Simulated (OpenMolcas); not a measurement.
Fe4+ among 4 point charges of -3 e arranged as a tetrahedron (Td).

```
Program             : OpenMolcas 26.06
Method              : CASSCF
Basis               : ANO-RCC-VDZP [5s4p2d1f]
Scalar Hamiltonian  : DKH2, point nucleus
Active space        : 4 electrons in 5 orbitals (3d)
State averaging     : 2S+1 = 5 even, 5 roots; 2S+1 = 3 even, 45 roots; 2S+1 = 1 even, 50 roots
Spin-orbit coupling : state interaction with AMFI integrals over the reference wave functions
```

All point charges move together. At R = 1.84 Å the first state of the same spin is 1912 cm-1, and at R = 2.05 Å it is 1167 cm-1.

Problem. A third run gives 2946 cm-1. What distance was it run at?

Solution. With a power law R^-n the two known points give n = -ln(1167 / 1912) / ln(2.05 / 1.84) = 4.57. Then R = 1.84 × (1912 / 2946)^(1/4.57) = 1.674 Å. The run was at 1.67 Å, so the estimate is off by +0.004 Å.

An orbital triplet at a regular site is open to Jahn-Teller coupling, which can distort the site and quench the lowest spin-orbit gaps and is left out. Without dynamic correlation the repulsion within the d shell is too large (B by tens of per cent), so at a given field states of lower spin stand too high. The ground term spreads over less than 5000 cm-1, several times less than with real ligands, so orbital moments are less quenched and χT lies further from the spin-only value than at real sites. This is an electrostatic model: the charges have no orbitals. No measured value stands beside these numbers.
